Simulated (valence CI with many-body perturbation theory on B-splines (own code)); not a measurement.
## E1 transitions of Ta XLII

Calculated by relativistic CI+MBPT: four valence electrons over a frozen Dirac-Fock core [Ar] 3d10, radial functions for each j: 11 s, 11 p, 9 d, 7 f, 5 g, 2 h, 1 i, with the one-electron correlation potential Σ1 (screened to all orders), the two-electron term Σ2, the three-electron term Σ3, Breit, model QED; selected single and double excitations, second order for the rest (own B-spline code, finite nucleus).

The last digits are not significant, and no measured levels were compared; by estimate large intervals hold to a few tenths of a per cent, small ones and those within an open d or f shell to about a per cent.

Lines 101 to 150 of 226 in falling wavelength, among levels below 3822.7 × 10³ cm⁻¹, chosen from the strongest by gf and those to the six lowest levels. Wavelengths and rates use the calculated energies. Electric multipoles are in the length gauge, E1 and E2 with the static RPA response of the core. Weak lines are less certain than strong ones. Lines between different terms over intervals too small for the method are left out, as are lines whose strength nearly cancels. The highest levels of a list are the least certain.

Levels are named by their leading jj configuration (3d3/2^4 stands for four electrons in 3d with j = 3/2), which in mixed levels can hold well under half, so a name can repeat and another be missing. Letters in brackets count levels of one name in rising energy.

| λ vac (nm) | Upper | Lower | A (s⁻¹) | S (a.u.) |
| --- | --- | --- | --- | --- |
| 6.996 | (4s^2 4p3/2 4d5/2) J=1 | (4s^2 4p3/2^2) J=0 | 1.96e+11 | 9.96e-02 |
| 6.969 | (4s 4p1/2 4p3/2 4d5/2) J=1 [c] | (4s 4p1/2 4p3/2^2) J=1 [a] | 3.40e+11 | 1.70e-01 |
| 6.951 | (4s^2 4p1/2 4f7/2) J=3 | (4s 4p1/2 4p3/2^2) J=2 [a] | 2.05e+11 | 2.38e-01 |
| 6.943 | (4s 4p1/2 4p3/2 4d5/2) J=1 [b] | (4s 4p1/2 4p3/2^2) J=0 | 2.53e+11 | 1.25e-01 |
| 6.935 | (4s 4p1/2 4p3/2 4d5/2) J=3 [d] | (4s 4p1/2 4p3/2^2) J=2 [b] | 4.24e+11 | 4.88e-01 |
| 6.930 | (4s 4p1/2 4p3/2 4d5/2) J=2 [c] | (4s 4p1/2 4p3/2^2) J=1 [a] | 1.94e+11 | 1.59e-01 |
| 6.920 | (4s 4p1/2 4p3/2 4d5/2) J=0 | (4s 4p1/2 4p3/2^2) J=1 [a] | 2.24e+11 | 3.67e-02 |
| 6.913 | (4s 4p1/2 4p3/2 4d5/2) J=2 [d] | (4s 4p1/2 4p3/2^2) J=1 [b] | 4.04e+11 | 3.29e-01 |
| 6.865 | (4s 4p1/2 4p3/2 4d5/2) J=2 [a] | (4s 4p1/2 4p3/2^2) J=2 [a] | 2.37e+11 | 1.89e-01 |
| 6.864 | (4s^2 4p1/2 4d5/2) J=2 | (4s^2 4p1/2 4p3/2) J=2 | 1.59e+10 | 1.27e-02 |
| 6.857 | (4s 4p1/2 4p3/2 4d5/2) J=2 [d] | (4s 4p1/2 4p3/2^2) J=2 [b] | 5.78e+10 | 4.60e-02 |
| 6.839 | (4s 4p1/2^2 4d5/2) J=2 | (4s 4p1/2^2 4p3/2) J=2 | 9.30e+10 | 7.34e-02 |
| 6.814 | (4s 4p1/2 4p3/2 4d5/2) J=3 [a] | (4s^2 4p1/2 4d5/2) J=3 | 1.60e+11 | 1.74e-01 |
| 6.784 | (4s 4p1/2 4p3/2 4d5/2) J=4 [c] | (4s 4p1/2 4p3/2^2) J=3 | 5.67e+11 | 7.87e-01 |
| 6.754 | (4s 4p1/2 4p3/2 4d5/2) J=2 [d] | (4s 4p1/2 4p3/2^2) J=1 [a] | 1.91e+11 | 1.45e-01 |
| 6.742 | (4s 4p1/2 4p3/2 4d5/2) J=1 [b] | (4s^2 4p1/2 4d5/2) J=2 | 6.86e+10 | 3.11e-02 |
| 6.740 | (4s 4p1/2 4p3/2^2) J=3 | (4s^2 4p1/2 4p3/2) J=2 | 2.81e+11 | 2.98e-01 |
| 6.738 | (4s 4p1/2 4p3/2 4d5/2) J=1 [a] | (4s 4p1/2 4p3/2^2) J=2 [a] | 7.91e+10 | 3.58e-02 |
| 6.715 | (4s 4p1/2 4p3/2 4d5/2) J=1 [c] | (4s 4p1/2 4p3/2^2) J=0 | 4.31e+10 | 1.93e-02 |
| 6.708 | (4s^2 4p1/2 4d5/2) J=2 | (4s^2 4p1/2 4p3/2) J=1 | 4.84e+11 | 3.61e-01 |
| 6.689 | (4s^2 4p3/2 4d5/2) J=3 | (4s^2 4p3/2^2) J=2 | 7.25e+11 | 7.50e-01 |
| 6.688 | (4s 4p1/2 4p3/2 4d5/2) J=2 [b] | (4s^2 4p1/2 4d5/2) J=3 | 1.86e+11 | 1.37e-01 |
| 6.685 | (4s 4p1/2 4p3/2 4d5/2) J=1 [a] | (4s^2 4p1/2 4d3/2) J=1 | 5.51e+10 | 2.44e-02 |
| 6.660 | (4s 4p1/2 4p3/2 4d5/2) J=3 [c] | (4s^2 4p1/2 4d5/2) J=2 | 8.04e+11 | 8.21e-01 |
| 6.654 | (4s^2 4p3/2 4d5/2) J=1 | (4s^2 4p3/2^2) J=2 | 2.19e+11 | 9.55e-02 |
| 6.620 | (4s 4p1/2 4p3/2 4d5/2) J=3 [a] | (4s 4p1/2 4p3/2^2) J=2 [a] | 1.26e+10 | 1.26e-02 |
| 6.612 | (4s 4p1/2 4p3/2 4d5/2) J=3 [b] | (4s^2 4p1/2 4d5/2) J=3 | 1.15e+11 | 1.14e-01 |
| 6.607 | (4s 4p1/2 4p3/2 4d3/2) J=2 [b] | (4s^2 4p1/2 4d3/2) J=2 | 1.72e+11 | 1.23e-01 |
| 6.606 | (4s 4p1/2 4p3/2 4d5/2) J=2 [c] | (4s 4p1/2 4p3/2^2) J=3 | 1.61e+11 | 1.14e-01 |
| 6.606 | (4p1/2^2 4p3/2^2) J=2 | (4s 4p1/2^2 4p3/2) J=1 | 3.87e+11 | 2.76e-01 |
| 6.578 | (4s 4p1/2 4p3/2 4d5/2) J=4 [b] | (4s^2 4p1/2 4d5/2) J=3 | 1.53e+11 | 1.94e-01 |
| 6.528 | (4s 4p1/2 4p3/2 4d3/2) J=1 [d] | (4s 4p1/2 4p3/2^2) J=2 [a] | 3.12e+10 | 1.28e-02 |
| 6.527 | (4s 4p1/2 4p3/2 4d5/2) J=1 [c] | (4s^2 4p1/2 4d5/2) J=2 | 1.82e+11 | 7.50e-02 |
| 6.520 | (4s 4p1/2 4p3/2^2) J=0 | (4s^2 4p1/2 4p3/2) J=1 | 2.26e+11 | 3.10e-02 |
| 6.515 | (4s 4p1/2 4p3/2 4d5/2) J=3 [d] | (4s 4p1/2 4p3/2^2) J=3 | 2.64e+11 | 2.52e-01 |
| 6.502 | (4s 4p1/2 4p3/2 4d5/2) J=2 [b] | (4s 4p1/2 4p3/2^2) J=2 [a] | 5.54e+10 | 3.76e-02 |
| 6.477 | (4s 4p1/2 4p3/2 4d3/2) J=1 [d] | (4s^2 4p1/2 4d3/2) J=1 | 1.88e+11 | 7.58e-02 |
| 6.455 | (4p1/2^2 4p3/2^2) J=0 | (4s 4p1/2^2 4p3/2) J=1 | 4.00e+11 | 5.32e-02 |
| 6.446 | (4s 4p1/2 4p3/2 4d5/2) J=2 [d] | (4s 4p1/2 4p3/2^2) J=3 | 1.05e+11 | 6.94e-02 |
| 6.435 | (4s 4p1/2 4p3/2 4d3/2) J=2 [c] | (4s^2 4p1/2 4d3/2) J=2 | 1.90e+10 | 1.25e-02 |
| 6.434 | (4s 4p1/2 4p3/2^2) J=1 [a] | (4s^2 4p1/2 4p3/2) J=2 | 3.93e+10 | 1.55e-02 |
| 6.431 | (4s 4p1/2^2 4p3/2) J=1 | (4s^2 4p1/2^2) J=0 | 2.87e+11 | 1.13e-01 |
| 6.429 | (4s 4p1/2 4p3/2 4d5/2) J=3 [b] | (4s 4p1/2 4p3/2^2) J=2 [a] | 2.18e+11 | 2.00e-01 |
| 6.420 | (4s 4p1/2 4p3/2 4d3/2) J=0 [b] | (4s^2 4p1/2 4d3/2) J=1 | 3.71e+11 | 4.85e-02 |
| 6.403 | (4s 4p1/2 4p3/2 4d5/2) J=3 [d] | (4s^2 4p1/2 4d5/2) J=2 | 7.37e+10 | 6.68e-02 |
| 6.401 | (4s 4p1/2 4p3/2 4d3/2) J=1 [b] | (4s^2 4p1/2 4d3/2) J=2 | 8.64e+10 | 3.36e-02 |
| 6.399 | (4s 4p3/2^3) J=2 | (4s^2 4p3/2^2) J=2 | 7.88e+11 | 5.10e-01 |
| 6.346 | (4s 4p1/2 4p3/2 4d3/2) J=2 [d] | (4s^2 4p1/2 4d3/2) J=2 | 8.61e+10 | 5.43e-02 |
| 6.343 | (4s 4p1/2 4p3/2^2) J=2 [b] | (4s^2 4p1/2 4p3/2) J=2 | 6.22e+11 | 3.92e-01 |
| 6.337 | (4s 4p1/2 4p3/2 4d5/2) J=2 [d] | (4s^2 4p1/2 4d5/2) J=2 | 1.97e+11 | 1.24e-01 |
